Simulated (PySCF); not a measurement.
# What a mistake does to a calculation on BCClH5Si cation

Calculated results; nothing here was measured. The program is PySCF 2.14.0, an open-source quantum chemistry code, run on an isolated molecule that a program drew, which may never have been made. The molecule is BCClH5Si cation (charge +1, singlet), drawn as the SMILES string `C[SiH2][B+]Cl`.

Each row is a Hartree-Fock (HF) and frozen-core CCSD(T) single point in the cc-pV(D+d)Z basis, meant for a local HF minimum. Run 1 is clean. Each other run has one planted mistake out of seven kinds, and not every kind appears here: one electron removed, one electron added, multiplicity raised by two, geometry at a saddle point, minimal basis STO-3G, one bond length entered in bohr, all coordinates scaled. The reference is restricted for singlets and unrestricted otherwise, and also for a bond in bohr. Adding or removing an electron swaps singlet and doublet. Electrons count all cores. HOMO and LUMO are orbital energies over both spins, the gradient is its largest component, and the lowest frequency (negative if imaginary) is given only where the gradient is small. Bond lengths are over the 8 bonds as drawn. T1 is the CCSD diagnostic: over 0.02 (restricted) or 0.045 (unrestricted) a single reference is doubtful.

Geometry of the clean run:
```xyz
9
BCClH5Si cation, angstrom
C     0.0305   -0.0500    0.6683
Si    0.6174    0.0117   -1.0978
B     2.5927   -0.6810   -1.1381
Cl    4.1258   -1.2153   -1.1918
H     0.0393   -1.0679    1.0620
H    -1.0014    0.3114    0.6920
H     0.6274    0.5948    1.3157
H    -0.0136   -0.9358   -2.0297
H     0.7953    1.3506   -1.6811
```

```
run,electrons,basis functions,<S^2>,HOMO (eV),LUMO (eV),gradient (hartree/bohr),lowest frequency (cm^-1),mean bond (Å),longest bond (Å),T1,HF (hartree),CCSD(T) (hartree),mistake
1,46,99,0.000,-17.52,-4.42,1.2e-05,106,1.4749,2.094,0.0156,-813.65709,-814.17125,no fault
2,46,99,0.855,-14.48,-4.81,1.3e-02,-,1.6385,2.780,0.0387,-813.54646,-814.04895,one bond length entered in bohr
3,46,99,2.019,-14.01,-8.39,5.4e-02,-,1.4749,2.094,0.0220,-813.49587,-813.98994,multiplicity raised by two
4,47,99,0.769,-6.66,2.16,8.4e-02,-,1.4749,2.094,0.0143,-813.85962,-814.37875,?
5,46,33,0.000,-16.57,-2.09,5.8e-02,-,1.4749,2.094,0.0161,-804.66697,-804.85925,?
```

**Which mistake was planted in run 4, and what did it cost?**

It counts 47 electrons, one more than the clean run, at the same geometry and basis. So the mistake is: one electron added. Subtracting run 1 and multiplying by 627.51 kcal/mol a hartree, the energy moved by -127.1 kcal/mol in HF and -130.2 kcal/mol in CCSD(T).

**Which mistake was planted in run 5, and what did it cost?**

It has 33 basis functions where the clean run has 99, with the same electrons and geometry. So the mistake is: minimal basis STO-3G. Subtracting run 1 and multiplying by 627.51 kcal/mol a hartree, the energy moved by 5641.4 kcal/mol in HF and 5843.4 kcal/mol in CCSD(T).

